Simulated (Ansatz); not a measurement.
Ansatz (a first-principles code) input:
A basis named .json is the Basis Set Exchange file of that set.

Ansatz 0.2 input:
```yaml
crystal:
  periodic: [false, false, false]
  atoms:
    - {symbol: Si, position_ang: [0.59894598, 0.24295332, -0.60484078]}
    - {symbol: C, position_ang: [1.89983662, -1.12402379, -0.49083706]}
    - {symbol: Cl, position_ang: [1.14141703, 1.46577443, 1.12012641]}
    - {symbol: N, position_ang: [-0.95529487, -0.19869188, -0.68464862]}
    - {symbol: Si, position_ang: [-2.26105267, -0.95453002, -0.02600993]}
    - {symbol: H, position_ang: [1.04490481, 1.15181606, -1.70443976]}
    - {symbol: H, position_ang: [1.82271679, -1.78073401, -1.36225887]}
    - {symbol: H, position_ang: [2.91185163, -0.71288371, -0.44810189]}
    - {symbol: H, position_ang: [1.73318226, -1.72814016, 0.40407589]}
    - {symbol: H, position_ang: [-2.93696286, -0.24062283, 1.11656100]}
    - {symbol: H, position_ang: [-2.03987411, -2.34324160, 0.53102216]}
    - {symbol: H, position_ang: [-3.38236997, -1.16729937, -1.00953466]}
basis:
  gaussian:
    orbitals: aug-cc-pV_D+d_Z.json
total_charge: -1
magnetization: {spin_polarized: false}
correlation: {method: ccsd_t, electrons: outside_noble_gas}
```

Problem. Which total energy does the run end on?

Solution. -1134.71600 Eh (CCSD(T)/aug-cc-pV(D+d)Z). The basis has 205 functions.

It need not be the lowest isomer of its formula. Whether it binds its extra electron was not tested at this geometry.
